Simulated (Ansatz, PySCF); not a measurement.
B(F)(Br)(vinyl) (C2H3BBrF), SMILES FB(Br)C=C. Atoms are numbered in the order given.

```xyz
8

B     -0.2772    -0.7993     0.1857
F     -0.6181    -1.4804     1.2633
Br     0.2707     1.0250     0.4538
C     -0.3264    -1.4630    -1.2083
C      0.0026    -0.8410    -2.3494
H     -0.6529    -2.5097    -1.2532
H     -0.0440    -1.3431    -3.3211
H      0.3331     0.2034    -2.3484
```
Charge 0, spin multiplicity 1.

Coordinates come from a PBE0-D3(BJ)/def2-SVP optimisation. This is a generated structure with no PubChem entry under its InChIKey; it may be hypothetical. Other conformers were not sampled.

Two levels are set side by side: PBE-D3(BJ)/def2-SVP (Ansatz, an electronic-structure program) and PBE0-D3(BJ)/def2-SVP (Ansatz). Each level has its own optimised geometry; the coordinates shown are those of the second. Frequencies come from the Hessian of PySCF at each geometry. Differences are taken from unrounded values.

```json
[
 {"quantity": "mean bond length (Å)", "PBE0-D3(BJ)": "1.345", "PBE-D3(BJ)": "1.355", "PBE-D3(BJ) minus PBE0-D3(BJ)": "0.009"},
 {"quantity": "bond B1–F2 (Å)", "PBE0-D3(BJ)": "1.320", "PBE-D3(BJ)": "1.332", "PBE-D3(BJ) minus PBE0-D3(BJ)": "0.013"},
 {"quantity": "bond B1–Br3 (Å)", "PBE0-D3(BJ)": "1.924", "PBE-D3(BJ)": "1.936", "PBE-D3(BJ) minus PBE0-D3(BJ)": "0.012"},
 {"quantity": "bond B1–C4 (Å)", "PBE0-D3(BJ)": "1.545", "PBE-D3(BJ)": "1.550", "PBE-D3(BJ) minus PBE0-D3(BJ)": "0.005"},
 {"quantity": "bond C4–C5 (Å)", "PBE0-D3(BJ)": "1.341", "PBE-D3(BJ)": "1.352", "PBE-D3(BJ) minus PBE0-D3(BJ)": "0.011"},
 {"quantity": "bond C4–H6 (Å)", "PBE0-D3(BJ)": "1.097", "PBE-D3(BJ)": "1.106", "PBE-D3(BJ) minus PBE0-D3(BJ)": "0.009"},
 {"quantity": "bond C5–H7 (Å)", "PBE0-D3(BJ)": "1.095", "PBE-D3(BJ)": "1.103", "PBE-D3(BJ) minus PBE0-D3(BJ)": "0.008"},
 {"quantity": "bond C5–H8 (Å)", "PBE0-D3(BJ)": "1.095", "PBE-D3(BJ)": "1.104", "PBE-D3(BJ) minus PBE0-D3(BJ)": "0.008"},
 {"quantity": "highest harmonic wavenumber (cm⁻¹)", "PBE0-D3(BJ)": "3256", "PBE-D3(BJ)": "3160", "PBE-D3(BJ) minus PBE0-D3(BJ)": "-97"},
 {"quantity": "mean harmonic wavenumber (cm⁻¹)", "PBE0-D3(BJ)": "1230", "PBE-D3(BJ)": "1190", "PBE-D3(BJ) minus PBE0-D3(BJ)": "-40"},
 {"quantity": "zero-point energy (kcal/mol)", "PBE0-D3(BJ)": "31.66", "PBE-D3(BJ)": "30.62", "PBE-D3(BJ) minus PBE0-D3(BJ)": "-1.04"}
]
```

GGA bonds tend to be longer and softer than those of functionals with exact exchange. Differences between two approximate levels are no errors against the true value.
